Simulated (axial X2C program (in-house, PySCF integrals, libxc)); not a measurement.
## Nuclear properties of TeCl

Computed with an axial X2C code built on PySCF integrals: two-component X2C with atomic mean-field Coulomb and Gaunt terms, Gaussian nuclei, basis Te dyall-cv3z, Cl dyall-av3z with contracted cores.

R = 2.334 Å (near the PBE0 minimum at charge 0 of the determinant lowest at the starting distance; the state shown can have its own minimum elsewhere).

Determinant lowest in the PBE0 search, Ω = 3/2 (⟨Sz⟩ = 0.51, ⟨Lz⟩ = 0.99 at PBE0), spin on the atoms Te 0.48, Cl 0.03:

| level | Eeff magnitude (GV/cm) | Ws magnitude Te (kHz) | A∥/gI Te (MHz) | qzz Te (a.u.) | A∥/gI Cl (MHz) | qzz Cl (a.u.) | μ (D) |
| --- | --- | --- | --- | --- | --- | --- | --- |
| PBE0 | 1.79 | 0.73 | 575 | 10.68 | 42.4 | 3.17 | -1.63 |
| HF | 5.18 | 2.07 | 634 | 11.13 | 28 | 3.21 | -2.04 |
| PBE50 | 2.43 | 0.978 | 597 | 10.92 | 36.3 | 3.24 | -1.80 |
| TPSSh | 1.48 | 0.608 | 565 | 10.71 | 48 | 3.10 | -1.51 |
| PBE | 1.27 | 0.528 | 556 | 10.48 | 50.2 | 3.06 | -1.41 |

Determinant 0.51 eV from it at PBE0 and this distance, Ω = 1/2 (⟨Sz⟩ = -0.49, ⟨Lz⟩ = 0.99 at PBE0), spin on the atoms Te -0.46, Cl -0.03:

```
level  Eeff magnitude (GV/cm)  Ws magnitude Te (kHz)  A∥/gI Te (MHz)  qzz Te (a.u.)  A∥/gI Cl (MHz)  qzz Cl (a.u.)  μ (D)
 PBE0                    2.78                   3.16            4080          10.18             197           3.17  -1.42
   HF                    2.27                   2.58            4090          10.47            94.5           3.30  -1.87
PBE50                    2.76                   3.14            4160          10.31             151           3.28  -1.61
TPSSh                    2.49                   2.82            3930          10.27             217           3.08  -1.29
  PBE                    2.75                   3.11            3940          10.12             253           3.03  -1.18
```

Eeff is the effective electric field on the electron electric dipole moment in this Ω state and Ws the scalar–pseudoscalar constant of the nucleus named (defined with the proton number Z and per Ω); A∥ (defined per Ω) follows by multiplying with gI = μI/(I μN); qzz is the electric field gradient, eQq0 = 234.96 MHz × Q/barn × qzz; μ is positive if the Cl end (last atom) is positive. The operators were transformed with the bare-nucleus X2C matrices; with these basis sets, hyperfine constants and field gradients can be off by tens of per cent, and where levels differ in sign neither size nor sign is settled.

Q: With gI(125Te) = -1.7770, gI(35Cl) = 0.5479, Q(35Cl) = -0.08112 barn (g factors from the IAEA table of nuclear moments by Stone; Q from Pyykkö, Mol. Phys. 2018), turn the PBE0 values of the first state into constants in MHz.

A: A∥(125Te) = 575 × -1.7770 = -1020 MHz; A∥(35Cl) = 42.4 × 0.5479 = 23.2 MHz; eQq0(35Cl) = 234.96 × (-0.08112) × (3.17) = -60.4 MHz.

Each state is one determinant with collinear spin. Unrestricted Hartree–Fock can overshoot spin polarisation at the nuclei. Where Eeff spreads by more than a factor of two the levels disagree and none is to be relied on. The search compared states at one distance, so a state with another bond length can lie lower. Further determinants of the search, some of them spin-mixed, are not shown. PBE0 term energies can be off by some tenths of an eV.
